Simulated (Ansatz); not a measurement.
Program: Ansatz. Geometries: PBE0-D4/def2-TZVP. ΔE: electronic, gas phase. CBS: MP2 limit from def2 TZ/QZ plus the TZ coupled-cluster correction, frozen cores. DFT in def2-TZVPP. B3LYP here is the variant with VWN-RPA as its local correlation; programs differ in this. For Ge outer-core shells are correlated without core-valence functions, which leaves a few kJ/mol of doubt a bond. Scalar relativity is left out up to krypton. One conformer a species, not always the lowest.

Reaction (cleavage of the Si–Ge bond): `[OH][GeH2][SiH3]` + `C=C=C(N)F` → `C=C=C(F)N[SiH3]` + `[OH][GeH3]`

`[OH][GeH2][SiH3]`:

Cartesian coordinates in Å:
```
O 0.758 -1.709 1.028
Ge 0.533 0.062 0.883
Si -0.544 0.580 -1.186
H -0.076 -2.180 1.083
H -0.293 0.569 2.088
H 1.963 0.616 0.969
H -0.782 2.046 -1.288
H -1.854 -0.123 -1.248
H 0.295 0.139 -2.330
```

`C=C=C(N)F`:

```xyz
9

C    -0.905   -1.112   -1.216
C    -0.349   -0.161   -0.524
C     0.284    0.761    0.150
N     1.074    0.614    1.275
F     0.264    2.040   -0.260
H    -1.957   -1.365   -1.102
H    -0.345   -1.693   -1.946
H     0.827    1.255    2.018
H     1.107   -0.338    1.605
```

`C=C=C(F)N[SiH3]`:

```xyz
12

C     0.457    0.909   -2.104
C     0.780    0.704   -0.861
C     1.078    0.438    0.384
F     2.322    0.664    0.849
N     0.253   -0.118    1.332
Si   -1.178   -1.016    0.929
H     0.149    1.890   -2.461
H     0.487    0.111   -2.843
H     0.377    0.259    2.260
H    -2.240   -0.186    0.302
H    -0.805   -2.103   -0.007
H    -1.679   -1.551    2.220
```

`[OH][GeH3]`:

Z-matrix (Å, degrees):
```
Ge
O 1 1.783
H 1 1.531 2 104.3
H 1 1.541 2 109.9 3 119.6
H 1 1.541 2 109.9 3 -119.6
H 2 0.959 1 112.7 3 180.0
```

| level | ΔE (kJ/mol) | difference from CCSD(T)/CBS |
| --- | --- | --- |
| PBE0-D4 | -25.4 | 12.2 |
| ωB97M-V | -38.9 | -1.3 |
| B2PLYP | -37.6 | 0.0 |
| PBE | -16.9 | 20.7 |
| PBE0 | -22.9 | 14.7 |
| B3LYP | -31.2 | 6.4 |
| MP2/def2-TZVPP | -45.8 | -8.2 |
| HF/def2-QZVPP | -49.1 | -11.5 |
| HF/CBS(def2) | -49.4 | -11.8 |
| CCSD/CBS(def2) | -38.3 | -0.7 |
| CCSD(T)/CBS | -37.6 | 0 |

Largest T1 diagnostic among the species: 0.013.

From PBE to PBE0 (25 % exact exchange), in def2-TZVPP and without D4, ΔE moves by −6.1 kJ/mol. The D4 term adds −4.4 kJ/mol with B3LYP and −2.5 kJ/mol with PBE0; it sums over pairs of atoms, weighted by their polarisabilities, and B3LYP, whose exchange is more repulsive, gets the larger term.
